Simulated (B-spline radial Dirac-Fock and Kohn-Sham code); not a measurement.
Two-hole binding energies of Mo⁶⁺

System: Mo⁶⁺, [Ar] 3d10 4s2 4p6, inside a Watson sphere of charge -6 and radius 3 Å (a model of the Madelung potential; inside it an electron's potential energy is raised by 28.8 eV).

Method: Dirac-Fock energy differences between relaxed states, corrected for Breit and QED terms. Computed with a radial atomic solver. U is the two-hole binding energy less the two single-hole energies, the effective repulsion of the holes after relaxation. Each two-hole energy is an average over J within one jj subconfiguration.

```tsv
holes	E(a) (eV)	E(b) (eV)	E(ab) (eV)	U (eV)
1s⁻¹ 3p1/2⁻¹	20071.4	484.9	20615.9	59.6
1s⁻¹ 3p3/2⁻¹	20071.4	467.1	20596.0	57.5
1s⁻¹ 3d5/2⁻¹	20071.4	297.9	20421.3	52.0
2s⁻²	2945.4	2945.4	6003.2	112.3
2p1/2⁻²	2699.6	2699.6	5535.6	136.5
2p3/2⁻²	2594.6	2594.6	5314.5	125.2
2s⁻¹ 3p3/2⁻¹	2945.4	467.1	3463.8	51.3
2p3/2⁻¹ 3s⁻¹	2594.6	579.0	3225.2	51.5
2p1/2⁻¹ 3p3/2⁻¹	2699.6	467.1	3219.4	52.7
2p3/2⁻¹ 3p1/2⁻¹	2594.6	484.9	3133.1	53.6
2p3/2⁻¹ 3d5/2⁻¹	2594.6	297.9	?	?
3p1/2⁻¹ 3p3/2⁻¹	484.9	467.1	993.5	41.5
3p3/2⁻²	467.1	467.1	976.2	42.0
3d5/2⁻²	297.9	297.9	639.8	44.0
```

Problem. Give the missing two-hole energy and U.

Solution. E(ab) = 2945.1 eV and U = 52.6 eV.
